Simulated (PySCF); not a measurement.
CH2BF3O, SMILES FC(BO)(F)F. Atoms are numbered in the order given.

```xyz
8

B      0.7630    -1.0364     0.0000
C      0.0462     0.4074     0.0000
F      0.3708     1.1312    -1.0876
F      0.3708     1.1312     1.0876
F     -1.3106     0.2794     0.0000
H      1.9600    -1.1294     0.0000
O      0.0020    -2.1342     0.0000
H     -0.9483    -1.9349     0.0000
```
Charge 0, spin multiplicity 1.

Geometry optimised at B3LYP-D3(BJ)/def2-SVP. Other conformers were not sampled.

Two levels are set side by side: PBE/pcSseg-1 (PySCF) and KT2/pcSseg-1 (PySCF). GIAO shifts against BF3 (¹¹B), CFCl3 (¹⁹F), H2O (¹⁷O), TMS (¹H), TMS (¹³C) at the same level; non-relativistic, no solvent, atoms listed together averaged. Differences are taken from unrounded values.

| quantity | PBE |
|---|---|
| δ(¹¹B) of B1 (ppm) | 25.8 |
| δ(¹³C) of C2 (ppm) | 137.8 |
| δ(¹H) of H6 (ppm) | 5.30 |
| δ(¹⁷O) of O7 (ppm) | 209.6 |
| δ(¹H) of H8 (ppm) | 7.30 |

Question: These are the PBE values. What does KT2 give? (An estimate is asked for; the answer gives what the named calculation found.)

Answer: 
| quantity | KT2 | PBE minus KT2 |
|---|---|---|
| δ(¹¹B) of B1 (ppm) | 23.8 | 2.0 |
| δ(¹³C) of C2 (ppm) | 132.2 | 5.6 |
| δ(¹H) of H6 (ppm) | 5.18 | 0.11 |
| δ(¹⁷O) of O7 (ppm) | 197.4 | 12.1 |
| δ(¹H) of H8 (ppm) | 7.13 | 0.17 |

Rough cost on one machine, each run with all the roots and properties that it gave: KT2 against PBE within a factor of 2.
